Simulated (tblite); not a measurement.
Record of a relaxation.

C6H9N2 (doublet state).
SMILES with atom numbers: `[H]/[N:8]=[CH:7]\[C@H:4]([CH2:3][CH:2][CH3:1])[C:5]#[N:6]` (hydrogens: H9, H10, H11 on C1; H12 on C2; H13, H14 on C3; H15 on C4; H16 on C7; H17 on N8)
Bond orders are those of one Lewis drawing.

Computed with GFN2-xTB (tblite), gas phase: L-BFGS steps from a force-field or distance-geometry start until the largest atomic force falls under 0.01 eV/Å. 10 of its 217 geometries are shown.

Step 0: E = -628.4555 eV, largest atomic force 3.194 eV/Å
```
atom  x, y, z in Å  |  force x, y, z in eV/Å
C1      2.530    0.133    0.412   -1.010   0.628   0.677
C2      1.125   -0.501    0.442    1.579   0.270  -2.763
C3      0.286    0.394   -0.440   -0.353   0.627   1.443
C4     -1.151   -0.090   -0.528   -0.430   0.327  -0.373
C5     -1.933    0.783   -1.371   -1.325   1.269  -1.945
N6     -2.558    1.477   -2.069    1.446  -1.557   1.707
C7     -1.799   -0.069    0.824   -0.370  -1.643   1.029
N8     -2.097   -1.117    1.473   -0.038   1.025   0.038
H9      2.448    1.213    0.106    0.129  -0.968   0.336
H10     3.082   -0.397   -0.358    0.476   0.010   0.408
H11     2.993    0.140    1.412    0.118  -0.381  -0.604
H12     1.162   -1.512   -0.043   -0.239   0.446   1.269
H13     0.249    1.388    0.077    0.222  -0.380  -0.826
H14     0.736    0.443   -1.449   -0.172   0.241   0.356
H15    -1.138   -1.120   -0.881   -0.246  -0.161  -0.364
H16    -2.021    0.907    1.282    0.125  -0.558  -0.195
H17    -1.919   -2.062    1.102    0.087   0.804  -0.191
```

Step 24: E = -629.2902 eV, largest atomic force 0.121 eV/Å
```
atom  x, y, z in Å  |  force x, y, z in eV/Å
C1      2.600    0.113    0.392    0.038   0.003   0.038
C2      1.241   -0.399    0.121    0.068   0.007   0.007
C3      0.234    0.468   -0.524    0.081   0.050   0.000
C4     -1.189   -0.126   -0.541    0.038   0.007  -0.008
C5     -1.995    0.711   -1.394   -0.024   0.071   0.010
N6     -2.590    1.430   -2.054   -0.074  -0.036  -0.036
C7     -1.792   -0.137    0.849   -0.046  -0.023   0.036
N8     -2.114   -1.121    1.544    0.023  -0.002   0.020
H9      2.661    1.188    0.230   -0.029  -0.030  -0.011
H10     3.350   -0.370   -0.247   -0.039   0.001   0.034
H11     2.889   -0.099    1.424    0.048  -0.014   0.006
H12     1.040   -1.437    0.305   -0.065  -0.058  -0.010
H13     0.222    1.442   -0.020   -0.096   0.065   0.036
H14     0.528    0.689   -1.563   -0.012  -0.050  -0.062
H15    -1.170   -1.143   -0.949    0.033  -0.032  -0.023
H16    -1.970    0.841    1.284    0.050   0.069   0.004
H17    -1.954   -2.039    1.133    0.006  -0.028  -0.042
```

Step 48: E = -629.3088 eV, largest atomic force 0.034 eV/Å
```
atom  x, y, z in Å  |  force x, y, z in eV/Å
C1      2.592    0.091    0.429   -0.007   0.004   0.014
C2      1.217   -0.361    0.141   -0.002  -0.018   0.007
C3      0.245    0.514   -0.554    0.009  -0.010   0.000
C4     -1.170   -0.095   -0.561   -0.002   0.002   0.005
C5     -2.050    0.692   -1.391    0.001  -0.032   0.011
N6     -2.750    1.316   -2.045    0.009   0.018   0.009
C7     -1.725   -0.127    0.851   -0.020   0.005  -0.017
N8     -2.063   -1.124    1.520    0.001  -0.018   0.017
H9      2.688    1.165    0.286    0.019   0.009  -0.010
H10     3.321   -0.411   -0.218    0.003   0.022  -0.002
H11     2.874   -0.156    1.455    0.009   0.002   0.012
H12     0.968   -1.390    0.335   -0.026   0.015  -0.011
H13     0.214    1.503   -0.077    0.004  -0.002  -0.010
H14     0.555    0.692   -1.597    0.005  -0.007  -0.013
H15    -1.129   -1.114   -0.970   -0.014   0.015  -0.004
H16    -1.829    0.845    1.326    0.020  -0.018  -0.008
H17    -1.964   -2.028    1.060   -0.009   0.013  -0.002
```

Step 72: E = -629.3186 eV, largest atomic force 0.016 eV/Å
```
atom  x, y, z in Å  |  force x, y, z in eV/Å
C1      2.552    0.156    0.488    0.003  -0.002   0.003
C2      1.197   -0.341    0.179    0.001   0.000  -0.011
C3      0.264    0.445   -0.661    0.000   0.001   0.001
C4     -1.167   -0.118   -0.589   -0.005   0.002   0.003
C5     -2.070    0.739   -1.318   -0.007   0.005  -0.006
N6     -2.776    1.436   -1.887    0.001  -0.012   0.011
C7     -1.614   -0.179    0.861    0.002  -0.002   0.006
N8     -2.063   -1.161    1.486   -0.009  -0.001  -0.006
H9      2.613    1.235    0.364   -0.005   0.005   0.002
H10     3.303   -0.298   -0.170    0.010  -0.003   0.000
H11     2.837   -0.104    1.508    0.006   0.000   0.012
H12     0.941   -1.350    0.451    0.006   0.003  -0.013
H13     0.258    1.494   -0.338    0.011  -0.003  -0.008
H14     0.587    0.454   -1.716   -0.003   0.003   0.005
H15    -1.202   -1.121   -1.034   -0.002  -0.002   0.008
H16    -1.516    0.752    1.410   -0.002   0.001  -0.008
H17    -2.152   -2.028    0.956   -0.006   0.005   0.000
```

Step 96: E = -629.3224 eV, largest atomic force 0.155 eV/Å
```
atom  x, y, z in Å  |  force x, y, z in eV/Å
C1      2.534    0.195    0.537    0.012   0.002  -0.005
C2      1.251   -0.371    0.073    0.086  -0.021   0.041
C3      0.283    0.413   -0.726    0.037  -0.021  -0.009
C4     -1.148   -0.144   -0.579    0.013   0.027   0.004
C5     -2.087    0.709   -1.265   -0.050   0.018  -0.032
N6     -2.832    1.402   -1.787    0.033  -0.017   0.002
C7     -1.554   -0.179    0.885   -0.016  -0.103   0.090
N8     -2.147   -1.096    1.492    0.051   0.084  -0.119
H9      2.542    1.279    0.448   -0.015   0.011   0.022
H10     3.388   -0.191   -0.038   -0.092  -0.016   0.005
H11     2.724   -0.080    1.578   -0.009   0.020  -0.014
H12     1.082   -1.426    0.207   -0.016  -0.006  -0.012
H13     0.298    1.465   -0.418    0.014  -0.021  -0.009
H14     0.556    0.395   -1.794   -0.060   0.023  -0.009
H15    -1.213   -1.153   -1.007    0.012   0.026   0.002
H16    -1.288    0.713    1.451   -0.056  -0.132  -0.028
H17    -2.396   -1.919    0.936    0.057   0.125   0.071
```

Step 120: E = -629.3281 eV, largest atomic force 0.113 eV/Å
```
atom  x, y, z in Å  |  force x, y, z in eV/Å
C1      2.450    0.228    0.622   -0.022   0.038   0.013
C2      1.338   -0.391   -0.122   -0.059  -0.056  -0.030
C3      0.302    0.389   -0.831    0.017  -0.028  -0.004
C4     -1.117   -0.173   -0.560    0.018  -0.011  -0.013
C5     -2.101    0.657   -1.210   -0.008  -0.012   0.055
N6     -2.871    1.337   -1.711   -0.012   0.013  -0.021
C7     -1.421   -0.202    0.927    0.085   0.050  -0.056
N8     -2.184   -0.978    1.536   -0.022  -0.021   0.091
H9      2.386    1.312    0.608   -0.012   0.025  -0.013
H10     3.413   -0.068    0.197    0.059  -0.009  -0.007
H11     2.462   -0.105    1.664    0.001  -0.028   0.045
H12     1.305   -1.467   -0.187   -0.012   0.053  -0.010
H13     0.345    1.443   -0.540   -0.009  -0.057   0.003
H14     0.450    0.344   -1.920    0.045   0.027  -0.050
H15    -1.199   -1.190   -0.968   -0.007   0.027   0.000
H16    -0.901    0.545    1.517   -0.009   0.053   0.028
H17    -2.664   -1.671    0.967   -0.054  -0.063  -0.032
```

Step 144: E = -629.3400 eV, largest atomic force 0.050 eV/Å
```
atom  x, y, z in Å  |  force x, y, z in eV/Å
C1      2.273    0.144    0.726    0.008  -0.023  -0.019
C2      1.470   -0.323   -0.422   -0.010   0.017   0.046
C3      0.324    0.434   -0.957    0.017   0.004  -0.011
C4     -1.044   -0.195   -0.543    0.019   0.003  -0.012
C5     -2.124    0.532   -1.162    0.000  -0.001  -0.002
N6     -2.973    1.130   -1.641    0.008   0.002  -0.008
C7     -1.260   -0.145    0.959    0.003  -0.013  -0.007
N8     -2.081   -0.797    1.635    0.019  -0.015   0.031
H9      2.182    1.220    0.864   -0.003  -0.016  -0.008
H10     3.327   -0.108    0.588   -0.009   0.013  -0.016
H11     1.965   -0.343    1.659   -0.024  -0.007   0.013
H12     1.633   -1.322   -0.789    0.013  -0.006  -0.002
H13     0.344    1.468   -0.604    0.005   0.007  -0.017
H14     0.351    0.443   -2.054   -0.021  -0.002   0.006
H15    -1.090   -1.238   -0.884   -0.010   0.014  -0.003
H16    -0.626    0.553    1.495   -0.005   0.040   0.019
H17    -2.679   -1.440    1.120   -0.012  -0.020  -0.010
```

Step 168: E = -629.3863 eV, largest atomic force 0.149 eV/Å
```
atom  x, y, z in Å  |  force x, y, z in eV/Å
C1      2.050   -0.096    0.794   -0.007  -0.008   0.012
C2      1.491   -0.237   -0.563   -0.017   0.008  -0.002
C3      0.323    0.539   -0.999    0.002  -0.002   0.014
C4     -1.032   -0.108   -0.522   -0.028  -0.005  -0.020
C5     -2.107    0.536   -1.230   -0.056   0.085  -0.099
N6     -2.929    1.067   -1.826    0.066  -0.069   0.115
C7     -1.256    0.065    0.960   -0.015  -0.072   0.064
N8     -1.633   -0.798    1.786    0.038   0.055  -0.076
H9      1.994    0.938    1.134    0.018   0.016   0.015
H10     3.084   -0.435    0.830   -0.007   0.015  -0.011
H11     1.490   -0.700    1.521   -0.020   0.004   0.015
H12     1.812   -1.065   -1.172    0.006  -0.034  -0.007
H13     0.351    1.558   -0.602    0.007  -0.016  -0.007
H14     0.277    0.584   -2.089    0.029   0.031  -0.020
H15    -1.034   -1.173   -0.788   -0.018  -0.015   0.019
H16    -1.074    1.065    1.345   -0.022  -0.035  -0.019
H17    -1.814   -1.730    1.411    0.024   0.040   0.004
```

Step 192: E = -629.3958 eV, largest atomic force 0.062 eV/Å
```
atom  x, y, z in Å  |  force x, y, z in eV/Å
C1      2.030   -0.120    0.818   -0.011   0.011  -0.005
C2      1.445   -0.281   -0.526    0.010   0.013  -0.002
C3      0.317    0.538   -0.983   -0.029  -0.019   0.018
C4     -1.079   -0.082   -0.565    0.021   0.004   0.000
C5     -2.121    0.612   -1.273   -0.016   0.025  -0.002
N6     -2.936    1.186   -1.836    0.026  -0.026   0.019
C7     -1.306    0.071    0.918    0.005   0.029  -0.042
N8     -1.433   -0.831    1.774    0.006  -0.018   0.056
H9      2.028    0.925    1.128    0.004   0.000  -0.004
H10     3.047   -0.505    0.850    0.003   0.007   0.001
H11     1.451   -0.674    1.567   -0.003  -0.002   0.052
H12     1.721   -1.147   -1.104   -0.016  -0.021  -0.026
H13     0.362    1.544   -0.559   -0.002  -0.001  -0.008
H14     0.309    0.611   -2.073   -0.003   0.003   0.000
H15    -1.099   -1.143   -0.846    0.005   0.019  -0.014
H16    -1.357    1.094    1.279    0.008   0.034  -0.018
H17    -1.387   -1.786    1.423   -0.010  -0.057  -0.023
```

Step 216: E = -629.3998 eV, largest atomic force 0.008 eV/Å
```
atom  x, y, z in Å  |  force x, y, z in eV/Å
C1      2.039   -0.057    0.831    0.000  -0.004   0.000
C2      1.425   -0.322   -0.484    0.006  -0.002   0.003
C3      0.319    0.494   -1.000   -0.001  -0.001  -0.001
C4     -1.092   -0.083   -0.583    0.005   0.000  -0.006
C5     -2.117    0.675   -1.248   -0.001  -0.001   0.003
N6     -2.921    1.296   -1.774    0.000   0.000  -0.002
C7     -1.288    0.030    0.908   -0.001  -0.001   0.002
N8     -1.439   -0.896    1.734    0.005   0.003   0.003
H9      2.022    1.006    1.066    0.002   0.000  -0.002
H10     3.067   -0.416    0.859   -0.003  -0.002   0.001
H11     1.499   -0.574    1.636   -0.003   0.007  -0.002
H12     1.656   -1.248   -0.983   -0.003   0.006   0.000
H13     0.377    1.518   -0.625    0.001   0.002   0.003
H14     0.330    0.516   -2.094   -0.002  -0.002   0.000
H15    -1.157   -1.131   -0.901   -0.002  -0.005  -0.001
H16    -1.282    1.043    1.300   -0.001   0.003   0.005
H17    -1.445   -1.840    1.349   -0.002  -0.004  -0.006
```

Q: Summarise the path.

A: The energy falls by 0.9444 eV from step 0 to step 216; nine tenths of that is first reached at step 36. It rises by more than 0.2 meV at steps 120, 153 and 161. The largest force goes from 3.194 to 0.008 eV/Å. Among the bonds C1–C2 changes most, from 1.542 to 1.476 Å; the atoms move by 0.823 Å rms after alignment.

What follows is the cost of the whole relaxation. The run took 1.0 s of wall time on one thread, Arm Neoverse V2 (aarch64), no GPU (shared host).
